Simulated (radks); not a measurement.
Values are calculated unless marked as measured or tabulated.
Radial electron density D(r) = 4 pi r^2 rho(r) of an atom or ion with 14 electrons. Code: a radial shooting solver on a logarithmic mesh with Libxc functionals. Model: scalar-relativistic Kohn-Sham, BLYP, spin-polarised, spherical densities, point nucleus.

```
   r/bohr * D(r) (the largest magnitude, 18.3, reaches the edge; | marks zero)
 0.005056 | *
 0.006428 |   *
 0.008171 |    *
  0.01039 |       *
  0.01321 |           *
  0.01679 |                *
  0.02151 |                       *
  0.02735 |                               *
  0.03477 |                                        *
   0.0442 |                                                *
  0.05618 |                                                     *
  0.07142 |                                                      *
   0.0908 |                                                  *
   0.1154 |                                          *
   0.1467 |                                    *
   0.1865 |                                    *
   0.2371 |                                           *
   0.3015 |                                                   *
   0.3832 |                                                   *
   0.4872 |                                        *
   0.6193 |                       *
   0.7873 |           *
    1.009 |       *
    1.283 |        *
     1.63 |       *
    2.073 |    *
    2.635 | *
     3.35 *
    4.258 *
    5.413 *
```

What is the nuclear charge?

Answer. Z = 16. The innermost maximum, from 1s, lies near gamma/Z bohr with gamma = sqrt(1 - (Z/c)^2) = 0.993, here 0.0621 bohr (found: 0.0654), and its height grows with Z. The density is that of the sulfur ion S2+ in [Ne] 3s2 3p2; the configuration itself is not fixed sharply by these data, and Z only to about a unit. D(r) has 3 maxima, at r = 0.0654, 0.340, 1.35 bohr, and minima at 0.164, 1.05 bohr, inside which lie 2.19, 10.44 electrons.
